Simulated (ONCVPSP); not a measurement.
u(r) = r·R(r): atom against pseudo-atom (O)

Columns: radius, all-electron u(r) and pseudo u(r) of the 2p shell (level -9.60 eV) of oxygen in the configuration [He] 2s1 2p5; LDA (Perdew-Zunger), scalar-relativistic, ONCV scheme, ONCVPSP 4.0.1.

```tsv
r (bohr)	all-electron	pseudo
0.108	0.1178	0.0269
0.215	0.3214	0.1031
0.322	0.5110	0.2197
0.430	0.6585	0.3640
0.538	0.7584	0.5176
0.645	0.8167	0.6615
0.752	0.8426	0.7822
0.860	0.8444	0.8703
0.968	0.8288	0.9198
1.075	0.8017	0.9313
1.182	0.7671	0.9098
1.290	0.7276	0.8619
1.398	0.6858	0.7963
1.505	0.6436	0.7233
1.612	0.6018	0.6508
1.720	0.5605	0.5850
1.828	0.5208	0.5299
1.935	0.4832	0.4853
2.042	0.4475	0.4477
2.150	0.4136	0.4136
2.258	0.3817	0.3817
2.365	0.3522	0.3522
2.472	0.3246	0.3246
2.580	0.2988	0.2988
2.688	0.2747	0.2747
2.795	0.2526	0.2526
```

Question: How many radial nodes do the two functions have?

Answer: The all-electron 2p function has n − l − 1 = 0; the pseudo-wave has 0.

Question: At about which radius was the pseudo-wave matched?

Answer: 2.15 bohr. The columns agree to 0.0005 from 2.04 bohr on; several derivatives are matched, so the curves merge somewhat inside the radius.

Question: Where does each function peak?

Answer: Outermost all-electron maximum near 0.86 bohr, pseudo maximum near 1.07 bohr (to the table’s step).

Question: Is the pseudo-wave norm-conserving?

Answer: Yes: the ONCV scheme keeps the norm inside the radius equal to the all-electron one, which fixes the energy derivative of the logarithmic derivative at the level.
